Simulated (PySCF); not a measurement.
Screening by computed properties: pick the candidate that meets the target.

Species are written as SMILES; each is one conformer at its optimised geometry, gas phase, non-relativistic unless stated; the electronic structure was computed with PySCF and density fitting.

The conformers computed, where there is a choice (atom-mapped SMILES and torsion angles):
- `[CH3:1][CH2:2][C:3]1=[CH:4][C@@H:5]2[O:6][C@H:7]1[CH:8]=[C:9]2[CH3:10]`: C1–C2–C3–C4 4°
- `[CH2:1]=[CH:2][C:3](=[O:4])[F:5]`: C1–C2–C3–O4 0°
- `[CH3:1][n:2]1[n:3][c:4]([C:5]#[N:6])[c:7]([CH:8]2[CH2:9][CH2:10]2)[n:11]1`: C4–C7–C8–C9 -145°
- `[N:1]#[C:2]/[CH:3]=[CH:4]\[c:5]1[cH:6][cH:7][cH:8][cH:9][cH:10]1`: C3–C4–C5–C6 3°

**Question.** Wanted: HOMO energy between -16 eV and -6.6 eV (PBE0/pcSseg-1) and smallest rotational constant below 0.66 GHz (GFN2-xTB), at GFN2-xTB geometries. Which candidate meets both?
A. `C(C(=O)F)=C`
B. `N#C/C=C\c1ccccc1`
C. `CCC1=C[C@@H]2O[C@H]1C=C2C`
D. `N#[NH+]`
E. `Cn1nc(C#N)c(C2CC2)n1`

**Answer.** E. Computed values:
```
                  species  HOMO energy  smallest rotational constant
                  N#[NH+]    -22.42 eV                    47.814 GHz
              C(C(=O)F)=C     -8.98 eV                     3.044 GHz
     Cn1nc(C#N)c(C2CC2)n1     -7.45 eV                     0.625 GHz
         N#C/C=C\c1ccccc1     -7.16 eV                     0.693 GHz
CCC1=C[C@@H]2O[C@H]1C=C2C     -6.05 eV                     0.890 GHz
```

**Question.** Wanted: dipole moment above 4 D (PBE0/pcSseg-1) and HOMO–LUMO gap above 5.4 eV (PBE0/pcSseg-1), at GFN2-xTB geometries. Which candidate meets both?
A. `C=CC(F)=O`
B. `N#C/C=C\C1=CC=CC=C1`
C. `Cn1nc(C#N)c(C2CC2)n1`
D. `CCC1=C[C@@H]2O[C@H]1C=C2C`

**Answer.** C. Computed values:
| species | dipole moment | HOMO–LUMO gap |
| --- | --- | --- |
| CCC1=C[C@@H]2O[C@H]1C=C2C | 2.06 D | 5.77 eV |
| C=CC(F)=O | 3.42 D | 6.84 eV |
| N#C/C=C\C1=CC=CC=C1 | 4.20 D | 4.97 eV |
| Cn1nc(C#N)c(C2CC2)n1 | 4.95 D | 6.38 eV |
